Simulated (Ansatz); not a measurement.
**What each rung costs, and what it gives**

The pair of H2O (SMILES O, atoms 1–3) and AlF3 (SMILES F[Al](F)F, atoms 4–7), both closed shells, in one local arrangement (a lower one may exist), relaxed at PBE0-D4/def2-TZVP:

| atom | x (Å) | y (Å) | z (Å) |
| --- | --- | --- | --- |
| O1 | 0.0435 | 0.6528 | -0.9136 |
| H2 | -0.7347 | 0.4798 | -1.4578 |
| H3 | 0.8302 | 0.4227 | -1.4234 |
| F4 | 1.3670 | -1.1421 | 0.5724 |
| Al5 | -0.0271 | -0.2760 | 0.7850 |
| F6 | -0.0114 | 0.9056 | 1.9280 |
| F7 | -1.4675 | -1.0429 | 0.5094 |

Interaction energies are counterpoise-corrected; the time is that of the whole pair.

Computed with Ansatz 0.2.0 (basis: as named in each row); correlated methods freeze the cores. B3LYP uses VWN-RPA correlation. Extrapolation: Hartree–Fock as exp(−7.88 √X), correlation as X^−2.97.

Times are rough, for one single point on 4 threads of a shared host (Arm Neoverse V1).

The estimate by CCSD(T) at an estimated basis limit (MP2 extrapolated from triple and quadruple zeta, plus CCSD(T) − MP2 in triple zeta) is -1.581 eV.

```json
{"method": "HF", "basis": "STO-3G", "time (s)": "under 1", "interaction energy (eV)": "-0.856", "method less estimate": "0.725"}
{"method": "PBE-D4", "basis": "STO-3G", "time (s)": "under 1", "interaction energy (eV)": "-0.267", "method less estimate": "1.315"}
{"method": "SPW92", "basis": "def2-SVP", "time (s)": "under 1", "interaction energy (eV)": "-1.776", "method less estimate": "-0.195"}
{"method": "PBE-D4", "basis": "def2-SVP", "time (s)": "under 1", "interaction energy (eV)": "-1.431", "method less estimate": "0.150"}
{"method": "B3LYP-D4", "basis": "6-31G", "time (s)": "under 1", "interaction energy (eV)": "-1.686", "method less estimate": "-0.105"}
{"method": "PBE0-D4", "basis": "def2-SVP", "time (s)": "under 1", "interaction energy (eV)": "-1.589", "method less estimate": "-0.007"}
{"method": "PBE-D4", "basis": "def2-TZVPPD", "time (s)": "2", "interaction energy (eV)": "-1.426", "method less estimate": "0.155"}
{"method": "revPBE-D4", "basis": "def2-TZVPPD", "time (s)": "2", "interaction energy (eV)": "-1.328", "method less estimate": "0.253"}
{"method": "CCSD(T)", "basis": "def2-SVP", "time (s)": "2", "interaction energy (eV)": "-1.421", "method less estimate": "0.160"}
{"method": "BLYP-D4", "basis": "def2-TZVPPD", "time (s)": "2", "interaction energy (eV)": "-1.351", "method less estimate": "0.230"}
{"method": "HSE06-D4", "basis": "def2-TZVPPD", "time (s)": "2", "interaction energy (eV)": "-1.569", "method less estimate": "0.012"}
{"method": "PBE0-D4", "basis": "def2-TZVPPD", "time (s)": "3", "interaction energy (eV)": "-1.574", "method less estimate": "0.007"}
{"method": "B3LYP-D4", "basis": "def2-TZVPPD", "time (s)": "3", "interaction energy (eV)": "-1.508", "method less estimate": "0.073"}
{"method": "wB97M-V", "basis": "def2-SVP", "time (s)": "3", "interaction energy (eV)": "-1.587", "method less estimate": "-0.006"}
{"method": "r2SCAN-D4", "basis": "def2-TZVPPD", "time (s)": "4", "interaction energy (eV)": "-1.621", "method less estimate": "-0.040"}
{"method": "B2PLYP", "basis": "def2-TZVPPD", "time (s)": "5", "interaction energy (eV)": "-1.481", "method less estimate": "0.100"}
{"method": "wB97X-V", "basis": "def2-TZVPPD", "time (s)": "6", "interaction energy (eV)": "-1.572", "method less estimate": "0.009"}
{"method": "wB97M-V", "basis": "def2-TZVPPD", "time (s)": "8", "interaction energy (eV)": "-1.573", "method less estimate": "0.008"}
{"method": "B97M-V", "basis": "def2-TZVPPD", "time (s)": "8", "interaction energy (eV)": "-1.590", "method less estimate": "-0.009"}
{"method": "MP2", "basis": "def2-QZVPPD", "time (s)": "14", "interaction energy (eV)": "-1.518", "method less estimate": "0.063"}
{"method": "CCSD(T)", "basis": "def2-TZVPPD", "time (s)": "150", "interaction energy (eV)": "-1.511", "method less estimate": "0.070"}
```

No T1 diagnostic of these runs exceeds 0.015.
